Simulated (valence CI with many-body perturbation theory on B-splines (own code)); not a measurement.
Level structure of Zn25+

Method: configuration interaction combined with many-body perturbation theory (CI+MBPT): three valence electrons over a frozen Dirac-Fock core [He], radial functions for each j: 9 s, 9 p, 8 d, 6 f, 3 g, 1 h, with the one-electron correlation potential Σ1, the two-electron term Σ2, the three-electron term Σ3, Breit, model QED; selected CI, second order for the rest, scaled by the run's own slope (own B-spline code, finite nucleus).

No measured spectrum was set against this ion. As an estimate, levels of excited configurations hold to 0.05 to 0.15 % of their energy, terms of the ground configuration to about 0.5 %.

Levels 1 to 45 of 59, with energies above the lowest level, 2s2 2p 2P°_1/2. "Leading %" is the weight of the configuration and term that name the level; weights of strongly mixed levels are sums over their largest components and can fall short, so below about 35 % the name and the second component can differ from the true leading terms, or belong to a minority configuration. Lifetimes count E1, E2, E3, M1 and M2 decay at the calculated energies, and are blank where another channel may lead or the interval is too uncertain; long ones can be off by a factor of two.

| No. | Configuration | Term | J | E (Ry) | Leading % | Lifetime | Second component |
| --- | --- | --- | --- | --- | --- | --- | --- |
| 1 | 2s2 2p | 2P° | 1/2 | 0.00 | 98 |  |  |
| 2 | 2s2 2p | 2P° | 3/2 | 2.02 | 98 | 10.2 μs |  |
| 3 | 2s 2p2 | 4P | 1/2 | 4.68 | 92 | 3.20 ns | 7 % 2s 2p2 2S |
| 4 | 2s 2p2 | 4P | 3/2 | 5.76 | 98 | 33.7 ns |  |
| 5 | 2s 2p2 | 4P | 5/2 | 6.55 | 86 | 3.89 ns | 14 % 2s 2p2 2D |
| 6 | 2s 2p2 | 2D | 3/2 | 8.79 | 90 | 51.4 ps | 9 % 2s 2p2 2P |
| 7 | 2s 2p2 | 2D | 5/2 | 9.41 | 86 | 123 ps | 14 % 2s 2p2 4P |
| 8 | 2s 2p2 | 2P | 1/2 | 9.75 | 68 | 18.0 ps | 26 % 2s 2p2 2S |
| 9 | 2s 2p2 | 2S | 1/2 | 11.90 | 67 | 20.7 ps | 30 % 2s 2p2 2P |
| 10 | 2s 2p2 | 2P | 3/2 | 12.02 | 90 | 14.1 ps | 9 % 2s 2p2 2D |
| 11 | 2p3 | 4S° | 3/2 | 14.64 | 75 | 17.8 ps | 17 % 2p3 2P° |
| 12 | 2p3 | 2D° | 3/2 | 16.34 | 71 | 26.6 ps | 18 % 2p3 4S° |
| 13 | 2p3 | 2D° | 5/2 | 16.88 | 100 | 30.7 ps |  |
| 14 | 2p3 | 2P° | 1/2 | 18.40 | 98 | 15.5 ps |  |
| 15 | 2p3 | 2P° | 3/2 | 19.66 | 71 | 15.4 ps | 22 % 2p3 2D° |
| 16 | 2s2 3s | 2S | 1/2 | 102.46 | 95 | 195 fs |  |
| 17 | 2s2 3p | 2P° | 1/2 | 104.42 | 92 | 2.77 ps |  |
| 18 | 2s2 3p | 2P° | 3/2 | 104.98 | 92 | 2.41 ps |  |
| 19 | 2s 2p 3s | 4P° | 1/2 | 106.34 | 94 | 188 fs |  |
| 20 | 2s2 3d | 2D | 3/2 | 106.75 | 95 | 27.0 fs |  |
| 21 | 2s 2p 3s | 4P° | 3/2 | 106.79 | 86 | 175 fs | 11 % 2s 2p 3s 2P° |
| 22 | 2s2 3d | 2D | 5/2 | 106.92 | 96 | 28.5 fs |  |
| 23 | 2s 2p 3s | 2P° | 1/2 | 107.50 | 94 | 264 fs |  |
| 24 | 2s 2p 3p | 4D | 1/2 | 108.05 | 75 | 305 fs | 21 % 2s 2p 3p 2P |
| 25 | 2s 2p 3s | 4P° | 5/2 | 108.30 | 98 | 158 fs |  |
| 26 | 2s 2p 3p | 4D | 3/2 | 108.45 | 69 | 322 fs | 19 % 2s 2p 3p 2P |
| 27 | 2s 2p 3p | 4S | 3/2 | 108.98 | 23 | 181 fs | 23 % 2s 2p 3p 4P |
| 28 | 2s 2p 3s | 2P° | 3/2 | 109.08 | 88 | 183 fs | 9 % 2s 2p 3s 4P° |
| 29 | 2s 2p 3p | 2P | 1/2 | 109.21 | 57 | 66.3 fs | 21 % 2s 2p 3p 4D |
| 30 | 2s 2p 3p | 4D | 5/2 | 109.26 | 82 | 4.41 ps | 11 % 2s 2p 3p 4P |
| 31 | 2s 2p 3p | 4P | 1/2 | 109.30 | 85 | 1.27 ps | 7 % 2s 2p 3p 2S |
| 32 | 2s 2p 3p | 2D | 3/2 | 109.63 | 53 | 88.9 fs | 24 % 2s 2p 3p 4S |
| 33 | 2s 2p 3d | 4F° | 3/2 | 110.19 | 85 | 207 fs | 8 % 2s 2p 3d 2D° |
| 34 | 2s 2p 3d | 4F° | 5/2 | 110.48 | 79 | 99.8 fs | 15 % 2s 2p 3d 4D° |
| 35 | 2s 2p 3p | 4P | 3/2 | 110.50 | 50 | 177 fs | 21 % 2s 2p 3p 2P |
| 36 | 2s 2p 3p | 4D | 7/2 | 110.65 | 100 | 78.1 ps |  |
| 37 | 2s 2p 3p | 4P | 5/2 | 110.69 | 53 | 178 fs | 32 % 2s 2p 3p 2D |
| 38 | 2s 2p 3p | 4S | 3/2 | 110.88 | 40 | 137 fs | 31 % 2s 2p 3p 2P |
| 39 | 2s 2p 3d | 4P° | 5/2 | 110.90 | 45 | 34.4 fs | 28 % 2s 2p 3d 2D° |
| 40 | 2s 2p 3d | 4F° | 7/2 | 110.94 | 70 | 58.7 fs | 23 % 2s 2p 3d 4D° |
| 41 | 2s 2p 3d | 4D° | 3/2 | 111.06 | 55 | 22.9 fs | 27 % 2s 2p 3d 4P° |
| 42 | 2s 2p 3d | 4D° | 1/2 | 111.10 | 80 | 18.5 fs | 10 % 2s 2p 3d 2P° |
| 43 | 2s 2p 3s | 2P° | 1/2 | 111.35 | 95 | 130 fs |  |
| 44 | 2s 2p 3s | 2P° | 3/2 | 111.36 | 68 | 68.5 fs | 11 % 2s 2p 3d 2D° |
| 45 | 2s 2p 3p | 2D | 5/2 | 111.41 | 65 | 81.8 fs | 33 % 2s 2p 3p 4P |

Names give the largest LS component (configuration and term), which can be under half, so a name can repeat, a term be missing and a line seem to break the LS rules; names also repeat where a configuration has a term twice.

The ionisation energy to 2s2 1S_0 of the next ion comes out as 2492.1 eV (NIST: 2491.5 ± 1.1 eV (semi-empirical)). All 59 levels together are meant to be complete up to 113.67 Ry.
